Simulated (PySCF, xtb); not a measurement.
Sn(Br)(Me) (CH₃BrSn), SMILES [CH3][Sn][Br] (connectivity only; charge and spin as stated), neutral, multiplicity 1.

Harmonic wavenumbers (cm⁻¹) from xtb with GFN2-xTB at its own minimum, in rising order: 60, 123, 238, 458, 536, 613, 1257, 1451, 1455, 2933, 2942, 2956.

**Question.** What does B3LYP-D3(BJ)/def2-SVP (PySCF 2.14.0) give at its own minimum? (An estimate is asked for; the answer gives what the named calculation found.)

**Answer.** 61, 131, 232, 467, 566, 683, 1176, 1416, 1417, 3018, 3118, 3131. Paired by order, the mean absolute difference is 59 cm⁻¹ and the zero-point energies are 21.5 and 22.0 kcal/mol.
